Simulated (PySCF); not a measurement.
NMR data simulated for an unnamed compound:

¹H NMR (300 MHz, computed): δ 7.02 (m, 1H), 6.89 (m, 1H), 4.11 (d, 3H), 4.03 (m, 2H), 1.05 (d, 6H), 0.84 (m, 1H).

¹³C{¹H} NMR (computed): δ 157.1 (CH), 150.9 (CH), 20.2 (CH3), 14.1 (CH).

[PySCF: shielding tensors at B97-2/pcSseg-1 (GIAO); geometry: PBE0-D3(BJ)/def2-SVP; fast rotation and ring inversion assumed for equivalent nuclei; one conformer; non-relativistic Hamiltonian; gas phase]

δ = σ(ref) − σ, references computed at the same level: TMS for ¹H and ¹³C.

Question: Which of these does the molecule contain: an aldehyde, a CH3CH2 unit, a non-aromatic C=C double bond, a benzene ring, a Si–H bond, a (CH3)2CH unit?

Answer: 
- An aldehyde: no.
- A CH3CH2 unit: no.
- A non-aromatic C=C double bond: yes.
- A benzene ring: no.
- A Si–H bond: yes (δH 4.03 (m)).
- A (CH3)2CH unit: yes (δC 20.2, 14.1; δH 1.05 (d), 0.84 (m)).

The data belong to `[SiH2](C(C)C)/C=C/[SiH3]`, C5H14Si2; they needn't prove each group on their own.

Carbon signals by region: 2 in the sp2 and nitrile region (100–160 ppm), 2 below 50 ppm.

Shifts are as computed. Against solution values, carbons near 30 ppm lie about +1 ppm off and those near 130 ppm about +2 ppm. Of 1211 compounds with measured shifts, 218 miss one by over three times the rms of a fit or turn the order of signals round; such compounds aren't used in these exercises. No couplings were computed; multiplicities are counted from neighbouring protons, with m where these are inequivalent, close in shift, in a saturated or five-membered ring or joined by F or P, and br s for small geminal =CH2 splittings.
